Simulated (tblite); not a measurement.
Task: What does the GFN2-xTB structure of InChI=1S/C7H6NO/c8-5-6-3-1-2-4-7(6)9/h1-5,8H/b8-5- look like in three dimensions? (Doublet state.)

Result: 
```
atom  x, y, z in Å
N1    -2.973    0.112   -0.057
C2    -2.024   -0.694    0.077
C3    -0.614   -0.369    0.047
C4     0.400   -1.308    0.203
C5     1.720   -0.924    0.162
C6     2.023    0.422   -0.039
C7     1.043    1.365   -0.195
C8    -0.337    1.020   -0.161
O9    -1.252    1.874   -0.301
H10   -2.700    1.105   -0.202
H11   -2.267   -1.742    0.231
H12    0.138   -2.345    0.357
H13    2.508   -1.650    0.283
H14    3.057    0.735   -0.073
H15    1.273    2.407   -0.352
```

Any rigid rotation of these coordinates is as good. Atoms count from 1 in this order. C6 (carbon bonded to 2 C and H) is planar (angles 121.8°, 119.4° and 118.8°, sum 360.0°, 0.00 Å off the plane of its three neighbours). C8 (carbon bonded to 2 C and O) is planar (angles 122.5°, 122.3° and 115.2°, sum 360.0°, 0.00 Å off the plane of its three neighbours). The 6-membered ring C3–C4–C5–C6–C7–C8 has internal angles of 115.2° to 122.0° (sum 720°, against 720° for a flat polygon); it is planar, 0.00 Å rms from its mean plane, widest ring torsion 0°. C2 (carbon bonded to C, N and H) is planar (angles 126.3°, 117.8° and 115.9°, sum 360.0°, 0.00 Å off the plane of its three neighbours).

Bonds between heavy atoms (Å): N1=C2 1.252, C2–C3 1.446, C3–C4 1.391, C4–C5 1.375, C5–C6 1.395, C6–C7 1.368, C7–C8 1.423, C8–O9 1.259, C3–C8 1.432.

Computed geometry: GFN2-xTB, gas phase. This method treats the open shell by occupation alone, without spin polarisation.

Point group: Cs (tolerance 0.08 Å). Its GFN2-xTB frequencies are all real (lowest 78 cm⁻¹). Torsions: N1–C2–C3–C4 180°. 2 starts were optimised and ended at 0.00 and 4.71 kcal/mol (GFN2-xTB); the lowest of these is shown.

The run took 0.19 s of wall time on an Arm Neoverse V1 with one thread, no GPU (shared host). This is the geometry optimisation.

One conformer stands for the species.
